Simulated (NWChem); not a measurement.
Species: SiOH, doublet; SMILES O=[SiH]

Results from NWChem. Pople sets run with spherical d functions. Spin-unrestricted. In the optimisation the excess spin sits in a' (Cs, its own frame). Coordinates come from a PBE0/def2-SVP, spin-unrestricted optimisation. No stability test was run on the SCF state. Vertical excitations in the gas phase. Excited states of an open shell can be spin-contaminated.

Q: What does the run give for LRC-wPBEh/6-31G*, TDA? Quantities: lowest excitation (eV); oscillator strength of that lowest state; lowest empty minus highest occupied level, either spin (eV).

A: 
```json
{
 "lowest excitation (eV)": "2.94",
 "oscillator_strength_of_that_lowest_state": "0.013",
 "lowest empty minus highest occupied level, either spin (eV)": "7.14"
}
```
